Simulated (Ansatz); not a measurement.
`C[Si](F)(F)Cl` + `BO` → `OB[Si](F)(F)Cl` + CH₄ at 500 K and 1 bar (formal exchange of groups at the Si–C bond).

Gas-phase electronic energies from Ansatz, PBE0-D4/def2-TZVP geometries. CCSD(T)/CBS adds triple-zeta CCSD(T) − MP2 to the extrapolated MP2 energy (def2 sets, frozen cores). This one scheme is used for every species. One conformer a species, not always the lowest.

| species | CCSD(T)/CBS energy (Eh) | H − E (kJ/mol) | S (J/(mol·K)) |
| --- | --- | --- | --- |
| `C[Si](F)(F)Cl` | -988.51588 | 159.8 | 392.4 |
| `BO` | -101.80414 | 113.6 | 256.0 |
| `OB[Si](F)(F)Cl` | -1049.84519 | 142.5 | 431.1 |
| CH₄ | -40.46206 | 135.6 | 206.8 |

H − E and S are ideal-gas, rigid-rotor, harmonic terms from PBE0-D4/def2-TZVP, for one conformer and one mirror image of each species. 1 Eh = 2625.50 kJ/mol, R = 8.31446 J/(mol·K).

Task: By hand: ΔE, ΔH, ΔS and ΔG.

Result: ΔE = (-1049.84519) + (-40.46206) − (-988.51588) − (-101.80414) = 0.01277 Eh = 33.5 kJ/mol. Δ(H − E) = 142.5 + 135.6 − 159.8 − 113.6 = 4.7, so ΔH = 38.2 kJ/mol. ΔS = 431.1 + 206.8 − 392.4 − 256.0 = -10.5 J/(mol·K). ΔG = 38.2 − 500 × (-10.5)/1000 = 43.5 kJ/mol.

Task: By hand: the equilibrium constant, and the temperature at which ΔG would vanish if ΔH and ΔS stayed fixed.

Result: log₁₀ K = −ΔG/(RT ln 10) = -4.5. ΔH and −TΔS have one sign here, so there is no such temperature.

The number of gas molecules stays the same, so ΔS is small and ΔH decides. A doubt of 5 kJ/mol in ΔE shifts log₁₀ K by 0.5 here. Other conformers and mirror images would add mixing entropy, several J/(mol·K) or more a flexible species. Modes under 60 cm⁻¹, often nearly free rotors, make the harmonic entropy too high. These are equilibria of isolated gas molecules and say nothing of rates. Largest T1 diagnostic: 0.014 (customary marks: 0.02 for closed shells, 0.045 for open ones).

ΔS is within the doubt of such terms, so its sign, and with it that verdict, could turn.
